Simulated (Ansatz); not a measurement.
Reaction (SMILES): [SiH3][PH] (SiH3-PH) → [SiH3][PH-] (an electron is taken up)
B3LYP-D3(BJ)/def2-TZVP geometries, fixed; electronic energies without zero-point terms; positive where energy is released.

Basis-set convergence of the adiabatic electron affinity at PBE0 with Ansatz (a program for electronic structure). All functions are spherical. The program fits the integrals of some runs and decomposes those of others, by size. Open shells are unrestricted. No added dispersion term, no relativity. Functions are those of the species that has most. Reference: the value in aug-pcseg-3, 1.766 eV, itself unsure by roughly 0.008 eV (its mean distance from aug-cc-pV(Q+d)Z, def2-QZVPPD). Deviations are taken from unrounded values.

| basis | functions | adiabatic electron affinity (eV) | minus reference (eV) |
|---|---|---|---|
| cc-pV(D+d)Z | 66 | 1.455 | -0.311 |
| aug-cc-pV(D+d)Z | 100 | 1.756 | -0.010 |
| cc-pV(T+d)Z | 134 | 1.626 | -0.140 |
| jun-cc-pV(T+d)Z | 152 | 1.764 | -0.002 |
| aug-cc-pV(T+d)Z | 202 | 1.767 | 0.000 |
| cc-pV(Q+d)Z | 248 | 1.704 | -0.062 |
| aug-cc-pV(Q+d)Z | 362 | 1.764 | -0.003 |
| cc-pV(5+d)Z | 420 | 1.729 | -0.037 |

The smallest set listed that lies within 0.1 eV of the reference with all its larger relatives (same family, alike in diffuse functions; a set with none counts only in the reference's own line) is aug-cc-pV(D+d)Z (100 functions, -0.010 eV off).
